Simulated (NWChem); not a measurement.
System: CH₆Zr; SMILES [CH3][ZrH3]

Input file for NWChem:

```
start job
memory heap 200 mb stack 900 mb global 1100 mb
geometry units angstroms noautosym
  Zr     0.000000     0.000000     0.292694
  C      0.000000     0.000000    -1.885353
  H      0.295653     1.034677    -2.280301
  H     -1.043886    -0.261294    -2.280301
  H      0.748233    -0.773383    -2.280301
  H     -1.597617     0.784320     0.846018
  H      0.119564    -1.775734     0.846018
  H      1.478046     0.991414     0.846018
end
basis spherical
  * library def2-svp
end
ecp
  Zr library def2-ecp
end
dft
  xc pbe0
  grid fine
  iterations 150
end
driver
  maxiter 120
  tight
end
task dft optimize
dft
  grid fine
  convergence energy 1d-8 density 1d-7
end
task dft freq numerical
```

Excerpt of the output:

```
             Northwest Computational Chemistry Package (NWChem) 7.3.0
             --------------------------------------------------------

                             Geometry "geometry" -> ""
                             -------------------------

 Output coordinates in angstroms (scale by  1.889725989 to convert to a.u.)

  No.       Tag          Charge          X              Y              Z
 ---- ---------------- ---------- -------------- -------------- --------------
    1 Zr                  40.0000     0.00000013     0.00000000     0.36783260
    2 C                    6.0000     0.00000013     0.00000000    -1.81021440
    3 H                    1.0000     0.29565313     1.03467700    -2.20516240
    4 H                    1.0000    -1.04388587    -0.26129400    -2.20516240
    5 H                    1.0000     0.74823313    -0.77338300    -2.20516240
    6 H                    1.0000    -1.59761687     0.78432000     0.92115660
    7 H                    1.0000     0.11956413    -1.77573400     0.92115660
    8 H                    1.0000     1.47804613     0.99141400     0.92115660

 Effective nuclear repulsion energy (a.u.)     129.0340155749

                                Z-matrix (autoz)
                                --------

 Units are Angstrom for bonds and degrees for angles

[...]

      ----------------------
      Optimization converged
      ----------------------

  Step       Energy      Delta E   Gmax     Grms     Xrms     Xmax
  ---- ---------------- -------- -------- -------- -------- --------
@   33     -88.57623488  9.7D-10  0.00000  0.00000  0.00001  0.00002
                                     ok       ok       ok       ok

                                Z-matrix (autoz)
                                --------

 Units are Angstrom for bonds and degrees for angles

[...]

 Rotational Constants
 --------------------
 A=   1.331941 cm-1  (  1.916323 K)
 B=   0.227551 cm-1  (  0.327388 K)
 C=   0.227550 cm-1  (  0.327387 K)

 Temperature                      =   298.15K
 frequency scaling parameter      =   1.0000

 Zero-Point correction to Energy  =   31.600 kcal/mol  (  0.050358 au)
 Thermal correction to Energy     =   35.161 kcal/mol  (  0.056033 au)
 Thermal correction to Enthalpy   =   35.753 kcal/mol  (  0.056976 au)

 Total Entropy                    =   72.345 cal/mol-K
   - Translational                =   39.928 cal/mol-K (mol. weight = 107.9512)
   - Rotational                   =   22.664 cal/mol-K (symmetry #  =        1)
   - Vibrational                  =    9.753 cal/mol-K

 Cv (constant volume heat capacity) =   18.871 cal/mol-K
   - Translational                  =    2.979 cal/mol-K
   - Rotational                     =    2.979 cal/mol-K
   - Vibrational                    =   12.912 cal/mol-K

[normal modes left out]

 ----------------------------------------------------------------------------
 Normal Eigenvalue ||           Projected Infra Red Intensities
  Mode   [cm**-1]  || [atomic units] [(debye/angs)**2] [(KM/mol)] [arbitrary]
 ------ ---------- || -------------- ----------------- ---------- -----------
    1       -0.000 ||    0.000695           0.016         0.678       0.079
    2       -0.000 ||    0.000100           0.002         0.097       0.011
    3       -0.000 ||    0.000103           0.002         0.101       0.012
    4        0.000 ||    0.000001           0.000         0.001       0.000
    5        0.000 ||    0.000002           0.000         0.002       0.000
    6        0.000 ||    0.000698           0.016         0.680       0.079
    7      135.193 ||    0.000000           0.000         0.000       0.000
    8      256.677 ||    0.005533           0.128         5.393       0.629
    9      257.155 ||    0.005551           0.128         5.411       0.631
   10      476.910 ||    0.008628           0.199         8.411       0.980
   11      487.622 ||    0.071089           1.640        69.301       8.077
   12      487.687 ||    0.071168           1.642        69.378       8.086
   13      587.466 ||    0.336503           7.763       328.040      38.232
   14      616.766 ||    0.072923           1.682        71.089       8.285
   15      616.797 ||    0.072806           1.680        70.975       8.272
   16     1141.379 ||    0.021079           0.486        20.549       2.395
   17     1378.260 ||    0.011248           0.259        10.965       1.278
   18     1378.395 ||    0.011255           0.260        10.972       1.279
   19     1672.845 ||    0.614023          14.166       598.580      69.763
   20     1672.998 ||    0.614068          14.167       598.623      69.768
   21     1717.845 ||    0.189978           4.383       185.200      21.585
   22     3001.285 ||    0.003095           0.071         3.017       0.352
   23     3114.854 ||    0.000911           0.021         0.888       0.104
   24     3114.987 ||    0.000911           0.021         0.888       0.104
 ----------------------------------------------------------------------------
```

Level: PBE0/def2-SVP with def2 effective core potentials on Zr. def2 effective core potentials on Zr; no spin-orbit coupling. The printed entropy takes a lower symmetry number than the molecule has.
